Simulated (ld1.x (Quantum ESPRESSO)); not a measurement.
An all-electron radial function and its pseudo partner (cobalt (Co))

Columns: radius, all-electron u(r) and pseudo u(r) of the 4p shell (level -7.47 eV) of cobalt in the configuration [Ar] 3d7 4s1 4p0; PBE, scalar-relativistic, TM scheme, ld1.x (Quantum ESPRESSO) 7.5.

| r (bohr) | all-electron | pseudo |
| --- | --- | --- |
| 0.152 | 0.1335 | 0.0039 |
| 0.305 | -0.0379 | 0.0158 |
| 0.458 | -0.1949 | 0.0353 |
| 0.610 | -0.2327 | 0.0621 |
| 0.762 | -0.1830 | 0.0959 |
| 0.915 | -0.0891 | 0.1362 |
| 1.068 | 0.0193 | 0.1821 |
| 1.220 | 0.1258 | 0.2322 |
| 1.372 | 0.2234 | 0.2852 |
| 1.525 | 0.3096 | 0.3397 |
| 1.678 | 0.3827 | 0.3931 |
| 1.830 | 0.4425 | 0.4428 |
| 1.982 | 0.4904 | 0.4869 |
| 2.135 | 0.5275 | 0.5238 |
| 2.288 | 0.5546 | 0.5521 |
| 2.440 | 0.5726 | 0.5715 |
| 2.592 | 0.5829 | 0.5826 |
| 2.745 | 0.5865 | 0.5865 |
| 2.898 | 0.5844 | 0.5844 |
| 3.050 | 0.5775 | 0.5775 |
| 3.202 | 0.5667 | 0.5667 |
| 3.355 | 0.5525 | 0.5525 |
| 3.508 | 0.5359 | 0.5359 |
| 3.660 | 0.5174 | 0.5174 |
| 3.812 | 0.4975 | 0.4975 |
| 3.965 | 0.4765 | 0.4765 |

(1) How many radial nodes do the two functions have?

(2) At about which radius was the pseudo-wave matched?

(3) Where does each function peak?

(4) Is the pseudo-wave norm-conserving?

## Answers

(1) The all-electron 4p function has n − l − 1 = 2; the pseudo-wave has 0, since the states of the same l below it are removed with the core.

(2) 3.05 bohr. The columns agree to 0.0005 from 2.59 bohr on; several derivatives are matched, so the curves merge somewhat inside the radius.

(3) Outermost all-electron maximum near 2.75 bohr, pseudo maximum near 2.75 bohr (to the table’s step).

(4) Yes: the TM scheme keeps the norm inside the radius equal to the all-electron one, which fixes the energy derivative of the logarithmic derivative at the level.
